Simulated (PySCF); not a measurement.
**Two-photon absorption: `C=C(Cl)/C(Cl)=C/Cl`, C$_{4}$H$_{3}$Cl$_{3}$**

Cartesian coordinates in Å; atom numbers follow the order of the lines, from 1:
```xyz
10

C    -2.009   -0.645    0.271
C    -1.007    0.162   -0.096
Cl   -1.380    1.696   -0.833
C     0.424   -0.129    0.066
Cl    0.813   -1.645    0.794
C     1.404    0.709   -0.317
Cl    3.067    0.387   -0.137
H    -3.046   -0.350    0.113
H    -1.792   -1.608    0.733
H     1.160    1.666   -0.777
```

The calculation used TDDFT CAM-B3LYP/def2-TZVPD excited states, vertical, gas phase in PySCF 2.14.0. Geometry: PBE0-D3(BJ)/def2-SVP.

(1) How strongly do the lowest singlets absorb one photon, and two photons of half the energy?

Answers

(1) δ for parallel linear polarisation; σ at the peak of a Lorentzian of half width 0.1 eV, single beam; Ω is circular over linear.
| state | E (eV) | f | photon λ (nm) | δ (au) | σ (GM) | Ω | main |
| --- | --- | --- | --- | --- | --- | --- | --- |
| S1 | 5.26 | 0.567 | 471 | 135 | 1.38 | 0.61 | HOMO→LUMO 0.97 |
| S2 | 5.70 | 0.000 | 435 | 1.75 | 0.02 | 1.50 | HOMO→LUMO+1 0.57, HOMO→LUMO+2 0.13 |
| S3 | 5.93 | 0.009 | 418 | 417 | 5.37 | 0.94 | HOMO−1→LUMO 0.98 |
| S4 | 6.32 | 0.001 | 393 | 24.2 | 0.35 | 1.50 | HOMO→LUMO+2 0.38, HOMO→LUMO+1 0.09 |
| S5 | 6.39 | 0.000 | 388 | <0.1 | 0.00 | – | HOMO−3→LUMO 0.88, HOMO−2→LUMO 0.08 |
| S6 | 6.48 | 0.000 | 383 | 1.06 | 0.02 | 1.50 | HOMO−2→LUMO 0.86, HOMO−3→LUMO 0.08 |

Among these, the strongest one-photon state is S1, the strongest two-photon state S3, with a dipole change of 1.5 D (relaxed, norm of the difference vector).
